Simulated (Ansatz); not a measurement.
Potential energy curve for SMILES C[N+]#[C-]->[Au][CH3]. The C3–Au7 bond (C3 also carries N; Au7 carries C) is stretched with both fragments frozen at the PBE0/def2-SVP, def2 effective core potentials past Kr optimised geometry.

Method: unrestricted B3LYP/def2-SVP, def2 effective core potentials past Kr run with Ansatz (a program for electronic structure).

The batch members p0 to p7 hold the bond at 1.65, 1.76, 1.89, 1.92, 1.99, 2.07, 2.12, 2.24 Å.

Ansatz input:

Ansatz 0.2 input:
```yaml
# input.yaml
basis:
  gaussian: { orbitals: def2-svp }
hamiltonian:
  xc: b3lyp
batch:
  members: [p0.yaml, p1.yaml, p2.yaml, p3.yaml, p4.yaml, p5.yaml, p6.yaml, p7.yaml]

# p4.yaml, one of the 8 members of this batch
crystal:
  periodic: [false, false, false]
  atoms:
    - { symbol: C, position_ang: [0.00381003, 0.00149648, -2.57239323] }
    - { symbol: N, position_ang: [0.00156896, 0.0001271, -1.16615642] }
    - { symbol: C, position_ang: [0.0, 0.0, 0.0] }
    - { symbol: H, position_ang: [0.90176604, -0.51103721, -2.94680954] }
    - { symbol: H, position_ang: [0.0, 1.03546916, -2.94668651] }
    - { symbol: H, position_ang: [-0.88839329, -0.51886052, -2.94973406] }
    - { symbol: Au, position_ang: [0.0, 0.0, 1.99] }
    - { symbol: C, position_ang: [0.00169368, 0.00134991, 4.04250952] }
    - { symbol: H, position_ang: [-0.03921252, 1.02860518, 4.44226881] }
    - { symbol: H, position_ang: [0.91187081, -0.47541605, 4.44361526] }
    - { symbol: H, position_ang: [-0.86638089, -0.5469884, 4.44547188] }
total_charge: 0
magnetization:
  spin_polarized: true
```

Lines of the output on each member:

```
Member 2: Total energy: -8389.90833544 eV, -308.3234444433 hartree
Member 0: Total energy: -8388.30568763 eV, -308.2645482225 hartree
Member 1: Total energy: -8389.36559559 eV, -308.3034991219 hartree
Member 3: Total energy: -8389.96475633 eV, -308.3255178726 hartree
Member 4: Total energy: -8390.03041758 eV, -308.3279308793 hartree
Member 5: Total energy: -8390.02477047 eV, -308.3277233519 hartree
Member 6: Total energy: -8389.99242349 eV, -308.3265346223 hartree
Member 7: Total energy: -8389.86406160 eV, -308.3218174095 hartree
```
